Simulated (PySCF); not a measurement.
tert-butanol (C4H10O), singlet, at a GFN2-xTB geometry; DF-PBE0/6-311++G** (PySCF).

The PySCF input:
```python
from pyscf import gto, scf, dft
import numpy

mol = gto.Mole()
mol.atom = '''
    C    -0.09595435   -1.37900221   -0.63235794
    C    -0.00858858    0.00214056    0.02848589
    C    -0.50866758    1.07957765   -0.94154145
    C     1.42871705    0.29720240    0.45618667
    O    -0.78289461    0.02189772    1.21917324
    H     0.54676794   -1.42221073   -1.50718596
    H     0.21686821   -2.14623198    0.07195239
    H    -1.11835375   -1.59064795   -0.94283205
    H    -0.48794541    2.05242328   -0.45605771
    H     0.12084258    1.11507526   -1.82626732
    H    -1.53138047    0.86979942   -1.25225042
    H     2.08967227    0.29979049   -0.40550846
    H     1.76209921   -0.45800822    1.16245756
    H     1.47267483    1.26612584    0.94563571
    H    -1.70112776   -0.16080754    0.99203142
'''
mol.basis = '6-311++g**'
mol.verbose = 4
mol.build()
print('smallest overlap eigenvalue', numpy.linalg.eigvalsh(mol.intor('int1e_ovlp'))[0])

mf = dft.RKS(mol)
mf.xc = 'pbe0'
mf = mf.density_fit(auxbasis='def2-universal-jkfit')
mf.kernel()
```

Question: Write the output that PySCF gives for this input, abridged.

Answer: 
```
PySCF version 2.14.0

[INPUT] verbose = 4
[INPUT] num. atoms = 15
[INPUT] num. electrons = 42
[INPUT] charge = 0
[INPUT] spin (= nelec alpha-beta = 2S) = 0
[INPUT] symmetry False subgroup None
[INPUT] Mole.unit = angstrom
[INPUT] Symbol           X                Y                Z      unit          X                Y                Z       unit  Magmom
[INPUT]  1 C     -0.095954350000  -1.379002210000  -0.632357940000 AA   -0.181327441961  -2.605936502070  -1.194983319294 Bohr   0.0
[INPUT]  2 C     -0.008588580000   0.002140560000   0.028485890000 AA   -0.016230063999   0.004045072153   0.053830530514 Bohr   0.0
[INPUT]  3 C     -0.508667580000   1.079577650000  -0.941541450000 AA   -0.961242414645   2.040106088702  -1.779255475426 Bohr   0.0
[INPUT]  4 C      1.428717050000   0.297202400000   0.456186670000 AA    2.699883933997   0.561631139563   0.862067867977 Bohr   0.0
[INPUT]  5 O     -0.782894610000   0.021897720000   1.219173240000 AA   -1.479456397298   0.041380693552   2.303903521999 Bohr   0.0
[INPUT]  6 H      0.546767940000  -1.422210730000  -1.507185960000 AA    1.033241660293  -2.687588771118  -2.848168683190 Bohr   0.0
[INPUT]  7 H      0.216868210000  -2.146231980000   0.071952390000 AA    0.409821522025  -4.055790641983   0.135970311108 Bohr   0.0
[INPUT]  8 H     -1.118353750000  -1.590647950000  -0.942832050000 AA   -2.113382297880  -3.005888986101  -1.781694355962 Bohr   0.0
[INPUT]  9 H     -0.487945410000   2.052423280000  -0.456057710000 AA   -0.922083188639   3.878517890882  -0.861824168896 Bohr   0.0
[INPUT] 10 H      0.120842580000   1.115075260000  -1.826267320000 AA    0.228359380386   2.107186849678  -3.451145065043 Bohr   0.0
[INPUT] 11 H     -1.531380470000   0.869799420000  -1.252250420000 AA   -2.893889680808   1.643682687106  -2.366410333172 Bohr   0.0
[INPUT] 12 H      2.089672270000   0.299790490000  -0.405508460000 AA    3.948908280398   0.566521920849  -0.766299930594 Bohr   0.0
[INPUT] 13 H      1.762099210000  -0.458008220000   1.162457560000 AA    3.329884911212  -0.865510098600   2.196726419830 Bohr   0.0
[INPUT] 14 H      1.472674830000   1.266125840000   0.945635710000 AA    2.782952099240   2.392631076835   1.786992505509 Bohr   0.0
[INPUT] 15 H     -1.701127760000  -0.160807540000   0.992031420000 AA   -3.214665569295  -0.303882209365   1.874667690763 Bohr   0.0

nuclear repulsion = 199.913293823419
number of shells = 100
number of NR pGTOs = 265
number of NR cGTOs = 180
basis = 6-311++g**
ecp = {}
smallest overlap eigenvalue 3.1535705193072416e-05

******** <class 'pyscf.df.df_jk.DFRKS'> ********
method = DFRKS
initial guess = minao
damping factor = 0
level_shift factor = 0
DIIS = <class 'pyscf.scf.diis.CDIIS'>
diis_start_cycle = 1
diis_space = 8
diis_damp = 0
SCF conv_tol = 1e-09
SCF conv_tol_grad = None
SCF max_cycles = 50
direct_scf = False
XC library pyscf.dft.libxc version 7.1.2
    S. Lehtola, C. Steigemann, M. J. T. Oliveira, and M. A. L. Marques,  SoftwareX 7, 1–5 (2018)
XC functionals = pbe0
    C. Adamo and V. Barone,  J. Chem. Phys. 110, 6158 (1999)
    M. Ernzerhof and G. E. Scuseria,  J. Chem. Phys. 110, 5029 (1999)
radial grids:
    Treutler-Ahlrichs [JCP 102, 346 (1995); DOI:10.1063/1.469408] (M4) radial grids

becke partition: Becke, JCP 88, 2547 (1988); DOI:10.1063/1.454033
pruning grids: <function nwchem_prune>
grids dens level: 3
symmetrized grids: False
atomic radii adjust function: <function treutler_atomic_radii_adjust>
small_rho_cutoff = 0
Set gradient conv threshold to 3.16228e-05
Initial guess from minao.
tot grids = 168640
******** <class 'pyscf.df.df.DF'> ********
auxbasis = def2-universal-jkfit
init E= -233.736968085651
  HOMO = -0.355390820135522  LUMO = -0.0291819460323914  gap/eV = 8.87660
cycle= 1 E= -233.362671403802  delta_E= 0.374  |g|= 0.706  |ddm|= 2.97
  HOMO = -0.145113448203031  LUMO = 0.00102412937727081  gap/eV = 3.97661
cycle= 2 E= -233.270261882333  delta_E= 0.0924  |g|= 1.01  |ddm|= 2.65
  HOMO = -0.290931288100005  LUMO = -0.00621717682062339  gap/eV = 7.74747
cycle= 3 E= -233.462162071547  delta_E= -0.192  |g|= 0.115  |ddm|= 1.86
  HOMO = -0.28482342787159  LUMO = -0.00667423073765505  gap/eV = 7.56883
cycle= 4 E= -233.464625619753  delta_E= -0.00246  |g|= 0.0325  |ddm|= 0.121
  HOMO = -0.284570346700033  LUMO = -0.00593517491995854  gap/eV = 7.58205
cycle= 5 E= -233.464860866043  delta_E= -0.000235  |g|= 0.00396  |ddm|= 0.042
  HOMO = -0.285190167726761  LUMO = -0.00603816403359048  gap/eV = 7.59611
cycle= 6 E= -233.464863417061  delta_E= -2.55e-06  |g|= 0.00173  |ddm|= 0.0102
  HOMO = -0.28503989809386  LUMO = -0.006015085010457  gap/eV = 7.59265
cycle= 7 E= -233.464864094826  delta_E= -6.78e-07  |g|= 0.000314  |ddm|= 0.0025
  HOMO = -0.28508044462237  LUMO = -0.00601184572293789  gap/eV = 7.59384
cycle= 8 E= -233.46486411795  delta_E= -2.31e-08  |g|= 5.03e-05  |ddm|= 0.000837
  HOMO = -0.285080063490433  LUMO = -0.00601267354092627  gap/eV = 7.59381
cycle= 9 E= -233.464864118539  delta_E= -5.9e-10  |g|= 8.9e-06  |ddm|= 0.000118
  HOMO = -0.285077182879853  LUMO = -0.00601221012864528  gap/eV = 7.59374
Extra cycle  E= -233.464864118536  delta_E= 3.47e-12  |g|= 1.11e-05  |ddm|= 2.27e-05
converged SCF energy = -233.464864118536
```
